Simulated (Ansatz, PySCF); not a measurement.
Gas-phase reaction (SMILES): O[Si](F)(F)F [trifluoro(hydroxy)silane] → [OH] (HO) + F[Si](F)F; the O-Si bond at the site shown breaks (other sites are not compared here).

Geometries: B3LYP-D3(BJ)/def2-TZVP minima from Ansatz (an electronic-structure program), one conformer each, not searched for the lowest. Cores are frozen in the correlated levels unless marked. Open shells are spin-unrestricted. No spin-orbit coupling. Non-relativistic. Basis-set limits of correlation are two-point, X^-3; Hartree-Fock from the larger set. The bracket is a focal-point correction in the basis named. Thermal terms are rigid-rotor harmonic-oscillator values from B3LYP-D3(BJ) frequencies (Ansatz or PySCF) at 298.15 K and 1 atm. 1 Eh = 627.5095 kcal/mol.

| species | E, RI-MP2/CBS(cc-pV(T+d)Z,cc-pV(Q+d)Z)+[CCSD(T)-MP2]/cc-pV(T+d)Z (Ansatz) (Eh) | E, PBE0-D4/def2-TZVPD (Ansatz + dftd4) (Eh) | H - E (Eh) |
|---|---|---|---|
| O[Si](F)(F)F | -664.49363 | -664.81605 | 0.03005 |
| [OH] (HO) | -75.67540 | -75.68764 | 0.01169 |
| F[Si](F)F | -588.58733 | -588.91122 | 0.01349 |

Problem. Work out ΔE and ΔH at 298.15 K at the first level, then ΔH at the second.

Solution. 
1. ΔE = [(-75.67540) + (-588.58733)] - [(-664.49363)] = 0.23090 Eh = 144.9 kcal/mol at RI-MP2/CBS(cc-pV(T+d)Z,cc-pV(Q+d)Z)+[CCSD(T)-MP2]/cc-pV(T+d)Z.
2. The terms H - E add up to -0.00487 Eh, so ΔH = (0.23090 + (-0.00487))×627.5095 = 141.8 kcal/mol.
3. At PBE0-D4/def2-TZVPD the same steps give ΔE = 136.3 and ΔH = 133.2 kcal/mol, a shift of -8.6 from the first level.
4. These values are not checked against measurement here, since the tables used lack a sound gas-phase enthalpy of formation for at least one species.
